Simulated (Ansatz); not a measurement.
Ansatz (an electronic-structure program) input:

Ansatz 0.2 input:
```yaml
crystal:
  periodic: [false, false, false]
  atoms:
    - {symbol: B, position_ang: [0.81063465, -0.63078751, 0.69123864]}
    - {symbol: Br, position_ang: [1.14719120, 0.35726210, -1.17771842]}
    - {symbol: Br, position_ang: [-1.26299615, -0.26714960, 1.07897004]}
basis:
  gaussian:
    orbitals: cc-pVQZ
total_charge: -1
magnetization: {spin_polarized: false}
correlation: {method: ccsd_t, electrons: outside_noble_gas}
```

Predict the final energy.

-5170.17290 Eh (CCSD(T)/cc-pVQZ). The basis has 191 functions.
